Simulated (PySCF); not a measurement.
**Continuum solvent and chemical shifts**

Mapped SMILES: `[CH3:1][O:2][C:3](=[O:4])[CH:5]1[CH:6]=[CH:7][CH:8]=[CH:9]1`. Each H is labelled by its parent atom.

GIAO PBE0/pcSseg-1 in PySCF 2.14 on one PBE0-D3(BJ)/def2-SVP conformer, non-relativistic, equivalent nuclei averaged. Solvents enter as an IEF-PCM continuum (cyclohexane with ε = 2.0, tetrahydrofuran with ε = 7.4) around the gas-phase geometry. Shifts are referred to TMS computed in the same medium.

In cyclohexane, δ in ppm: C3 173.8, C6/C9 142.1, C7/C8 141.4, C5 61.8, C1 52.9, H(C6)/H(C9) 6.83, H(C7)/H(C8) 6.67, H(C5) 4.15, H(C1) 3.72. Dipole moment 2.03 D.

(1) How does each δ change in the more polar medium?

(2) Which nuclei move most (in ppm), and what does the model miss?

Answers

(1) 
| atoms | environment | Δδ, tetrahydrofuran |
| --- | --- | --- |
| C3 | ester carbonyl carbon | +1.7 |
| C6/C9 | alkene CH | +0.7 |
| C7/C8 | alkene CH | +0.8 |
| C5 | sp3 CH α to a carbonyl | +0.8 |
| C1 | methyl carbon bonded to O | +0.6 |
| H(C6)/H(C9) | hydrogen on an alkene CH | +0.06 |
| H(C7)/H(C8) | hydrogen on an alkene CH | +0.09 |
| H(C5) | hydrogen on an sp3 CH α to a carbonyl | +0.16 |
| H(C1) | hydrogen on a methyl carbon bonded to O | +0.06 |

Changes are relative to cyclohexane. The dipole moment becomes 2.28 D in tetrahydrofuran.

(2) C3 (ester carbonyl carbon, +1.7 ppm) in tetrahydrofuran. A continuum only polarises the solute; specific hydrogen bonds, the anisotropy of aromatic solvents and changes of geometry or conformer are outside it.
